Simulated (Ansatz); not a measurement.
Mulliken charges of `[OH][Sc]([OH])[Cl]` from PBE/def2-TZVPP in Ansatz (PBE0-D4/def2-TZVP geometry).

```json
{"atom": "O1", "x (Å)": "-1.654", "y (Å)": "-0.264", "z (Å)": "-0.038", "charge (e)": "-0.491"}
{"atom": "Sc2", "x (Å)": "0.189", "y (Å)": "-0.368", "z (Å)": "-0.115", "charge (e)": "0.913"}
{"atom": "O3", "x (Å)": "1.225", "y (Å)": "1.109", "z (Å)": "0.282", "charge (e)": "-0.492"}
{"atom": "Cl4", "x (Å)": "1.209", "y (Å)": "-2.369", "z (Å)": "-0.713", "charge (e)": "-0.310"}
{"atom": "H5", "x (Å)": "-2.590", "y (Å)": "-0.098", "z (Å)": "0.033", "charge (e)": "0.190"}
{"atom": "H6", "x (Å)": "1.663", "y (Å)": "1.925", "z (Å)": "0.505", "charge (e)": "0.190"}
```

Problem. By hand: the dipole of these point charges (1 e Å = 4.8032 D).

Solution. Σ q r = (-0.169, 0.330, 0.098) e Å, of length 0.383 e Å = 1.84 D.

Problem. How does the dipole of the full density compare? (Estimate.)

Solution. Computed: (-0.326, 0.642, 0.192) e Å, 3.58 D; the point charges give 0.51 times that, at 0° from its direction.

Point charges leave out the atoms' own dipoles, such as those of lone pairs, and Mulliken's split depends on the basis, so the two needn't agree.
